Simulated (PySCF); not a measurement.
## Pd: excitation energy

Pd [Kr] 4d10 (1S) → Pd [Kr] 4d9 5p1 (high-spin determinant), as a difference of total energies. Calculation: PySCF 2.14, in aug-cc-pVTZ-DK (9s8p6d3f2g, 102 functions); the spin-free X2C one-electron Hamiltonian (Gaussian nucleus). Correlated levels: valence: [Kr] frozen. The calculations carry no spin-orbit coupling.

```tsv
method	excitation energy (eV)
UHF	2.847
LDA	4.855
PBE	4.517
PBE0	4.293
r2SCAN	4.258
r2SCANh	4.205
PW91	4.549
MN15	4.407
MP2 (valence)	4.866
SCS-MP2 (valence)	4.725
```

How much does correlation contribute at MP2 (valence)?

4.866 − (2.847) = 2.019 eV, measured against UHF.

A first-order spin-orbit estimate (lowest level to lowest level, LS coupling) adds -0.157 eV.

The determinant of the upper state mixes LS terms, which raises its energy above the lowest term, most at the Hartree-Fock and MP2 levels.
